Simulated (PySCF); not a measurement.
Compound: C4H4F4O.
Structure used (GFN2-xTB), in Å, numbered top down from 1:
```xyz
13
C4H4F4O angstrom
F     -1.7123   -1.0604    1.5176
C     -1.2575   -0.1299    0.6401
C     -1.4699   -0.3725   -0.8197
C     -0.1001   -0.5239   -0.2298
O      0.8541    0.4629   -0.5944
C      1.8034    0.6942    0.2983
F      2.6595    1.5817   -0.1862
F      2.5070   -0.3999    0.6310
F      1.3411    1.1870    1.4613
H     -1.3245    0.8645    1.0623
H     -1.9796   -1.2745   -1.1187
H     -1.6506    0.4855   -1.4461
H      0.3249   -1.5143   -0.1118
```

Computed with CAM-B3LYP/def2-SVPD in PySCF (dipole) on a GFN2-xTB geometry, gas phase.

Take the most abundant isotopes and a rigid rotor. The values belong to one conformer with, in the numbering `[F:1][C@@H:2]1[CH2:3][C@H:4]1[O:5][C:6]([F:7])([F:8])[F:9]`, C3–C4–O5–C6 152°.

Q: Give the principal moments of inertia and the rotational constants in GHz.

A: Ia = 152.30, Ib = 507.73, Ic = 551.21 u·Å²; 505379 MHz·u·Å²/I gives 3318, 995.4 and 916.9 MHz, that is A = 3.3182, B = 0.9954, C = 0.9169 GHz.

Q: Classify the top.

A: A near-prolate asymmetric top. Ray's parameter κ = (2B − A − C)/(A − C) = -0.935; −1 is the prolate and +1 the oblate limit.

Q: Is it planar, by Δ = Ic − Ia − Ib?

A: Not planar: Δ = Ic − Ia − Ib = -108.82 u·Å². For a rigid frame Δ = −2 Σ m c², so Σ m c² = 54.41 u·Å² lies off the ab plane: 5.51 from hydrogen and 48.90 from heavier atoms. The atom farthest from that plane is 1.52 Å away.

Q: Give the other two planar moments, Paa and Pbb, and the rms extents of the mass along the axes.

A: Paa = Σ m a² = (Ib + Ic − Ia)/2 = 453.32 and Pbb = Σ m b² = (Ia + Ic − Ib)/2 = 97.89 u·Å². With the mass M = 144.02 u, the rms extents √(P/M) along a, b and c are 1.77, 0.82, 0.61 Å.

Q: Which types of transition are allowed, and where do some lines up to J = 3 fall?

A: The dipole components are |μa| = 1.66 D, |μb| = 1.70 D, |μc| = 0.13 D. Intensities carry the squares of the components, which stand as 0.96 : 1.00 : 0.01 (a : b : c). Some lines, for components of 0.1 D or more:

```csv
type,branch,"J(Ka,Kc)",MHz,lower level (cm⁻¹)
c,Q,"3(1,3) ← 3(0,3)",2135,0.382
c,Q,"2(1,2) ← 2(0,2)",2246,0.191
c,Q,"1(1,1) ← 1(0,1)",2323,0.064
b,R,"3(0,3) ← 2(1,2)",3483,0.266
a,R,"2(1,2) ← 1(1,1)",3746,0.141
a,R,"2(1,1) ← 1(1,0)",3903,0.144
a,R,"3(1,3) ← 2(1,2)",5618,0.266
a,R,"3(2,2) ← 2(2,1)",5737,0.507
a,R,"3(1,2) ← 2(1,1)",5853,0.274
b,R,"2(1,2) ← 1(0,1)",6069,0.064
b,Q,"3(2,1) ← 3(1,2)",6862,0.469
c,Q,"2(2,1) ← 2(1,1)",6969,0.274
b,Q,"3(2,2) ← 3(1,3)",7323,0.454
b,R,"2(2,1) ← 1(1,0)",10871,0.144
c,R,"2(2,0) ← 1(1,0)",10873,0.144
c,Q,"3(3,1) ← 3(2,1)",11802,0.698
b,R,"3(2,2) ← 2(1,1)",12705,0.274
c,R,"3(2,2) ← 2(1,2)",12941,0.266
b,R,"3(3,1) ← 2(2,0)",17546,0.507
c,R,"3(3,0) ← 2(2,0)",17546,0.507
```

Stationary, but not proved a minimum. Zero-point vibration and centrifugal distortion are left out.

Time: 53 s of wall time. Hardware: x86-64 server, one thread (shared host). This is the CAM-B3LYP/def2-SVPD job that gave the dipole, with the excitations it also computed.
